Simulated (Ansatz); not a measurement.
Zn₉O₉H₂₄⁺. Charge 1, multiplicity 2. Geometry r2SCAN-D4/def2-SVP, that of the neutral singlet; atoms count from 1.

```xyz
42

Zn   -3.647   -0.905    1.091
O    -1.862    1.669    2.031
O    -1.524   -0.993    1.392
Zn   -1.702   -0.962   -0.755
Zn   -1.032    2.712    0.420
O    -1.569    1.136   -0.779
O    -0.114   -2.108   -0.886
Zn    1.160   -2.809   -2.462
Zn   -0.590    1.350   -2.538
O    -1.214   -0.608   -2.923
Zn   -0.142    0.219    2.078
O     0.683    1.753    0.902
O     1.373   -1.160    1.417
Zn    1.731   -1.063   -0.510
Zn    2.004    2.046   -0.642
O     1.103    0.563   -1.684
Zn    2.235   -0.320    3.195
O     3.176    0.521    0.178
H    -3.751    0.754    1.142
H    -4.400   -2.065    1.805
H    -2.776    1.172    1.656
H    -2.124    2.151    2.831
H    -1.382   -1.893    1.719
H    -3.313   -1.225   -0.715
H    -1.315    4.196    0.137
H    -2.522    1.303   -0.887
H    -0.203   -2.879   -0.308
H     1.270   -4.362   -2.494
H     0.709   -1.652   -3.567
H    -0.633    2.475   -3.584
H    -1.876   -0.774   -3.612
H    -0.314   -1.182   -3.215
H     0.568    0.448    3.530
H     1.150    2.205    1.628
H     1.162   -2.067    1.679
H     2.571   -1.976   -1.572
H     2.572    3.399   -1.099
H     1.616    0.330   -2.478
H     3.040    0.911    2.421
H     2.638   -1.410    4.230
H     3.128    0.635    1.277
H     4.118    0.464   -0.048
```

Single mean-field runs in def2-SVP are fitted with def2-universal-jkfit.

Question: Estimate the Mulliken populations of the heavy atoms from the PBE0/def2-SVP orbitals of Ansatz.

Answer: 
```json
{"atom": "Zn1", "charge (e)": "0.42", "spin (α − β)": "0.04", "d electrons": "9.92"}
{"atom": "O2", "charge (e)": "-0.40", "spin (α − β)": "0.01", "d electrons": "–"}
{"atom": "O3", "charge (e)": "-0.59", "spin (α − β)": "0.02", "d electrons": "–"}
{"atom": "Zn4", "charge (e)": "0.70", "spin (α − β)": "0.00", "d electrons": "9.95"}
{"atom": "Zn5", "charge (e)": "0.53", "spin (α − β)": "0.00", "d electrons": "9.94"}
{"atom": "O6", "charge (e)": "-0.61", "spin (α − β)": "0.01", "d electrons": "–"}
{"atom": "O7", "charge (e)": "-0.59", "spin (α − β)": "0.01", "d electrons": "–"}
{"atom": "Zn8", "charge (e)": "0.42", "spin (α − β)": "0.04", "d electrons": "9.92"}
{"atom": "Zn9", "charge (e)": "0.53", "spin (α − β)": "0.00", "d electrons": "9.94"}
{"atom": "O10", "charge (e)": "-0.40", "spin (α − β)": "0.01", "d electrons": "–"}
{"atom": "Zn11", "charge (e)": "0.70", "spin (α − β)": "0.01", "d electrons": "9.95"}
{"atom": "O12", "charge (e)": "-0.61", "spin (α − β)": "0.01", "d electrons": "–"}
{"atom": "O13", "charge (e)": "-0.59", "spin (α − β)": "0.01", "d electrons": "–"}
{"atom": "Zn14", "charge (e)": "0.70", "spin (α − β)": "0.00", "d electrons": "9.96"}
{"atom": "Zn15", "charge (e)": "0.54", "spin (α − β)": "0.00", "d electrons": "9.94"}
{"atom": "O16", "charge (e)": "-0.61", "spin (α − β)": "0.01", "d electrons": "–"}
{"atom": "Zn17", "charge (e)": "0.42", "spin (α − β)": "0.04", "d electrons": "9.92"}
{"atom": "O18", "charge (e)": "-0.41", "spin (α − β)": "0.00", "d electrons": "–"}
```
Mulliken values depend strongly on the basis.

Question: Where does the spin sit?

Answer: Summed by element: Zn 0.13, O 0.08, H 0.79, of 1 unpaired in all. Largest on single atoms: H20 0.22, H28 0.20, H40 0.20.

Question: And the Mayer bond orders between heavy atoms (over 0.3)?

Answer: O3–Zn11 0.44 (1.96 Å); Zn4–O6 0.35 (2.10 Å); Zn4–O7 0.45 (1.96 Å); Zn5–O6 0.35 (2.05 Å); Zn5–O12 0.36 (2.02 Å); O6–Zn9 0.36 (2.02 Å); Zn9–O16 0.35 (2.05 Å); Zn11–O12 0.35 (2.10 Å); O12–Zn15 0.35 (2.05 Å); O13–Zn14 0.44 (1.96 Å); Zn14–O16 0.34 (2.10 Å); Zn15–O16 0.37 (2.02 Å); Zn15–O18 0.30 (2.09 Å).
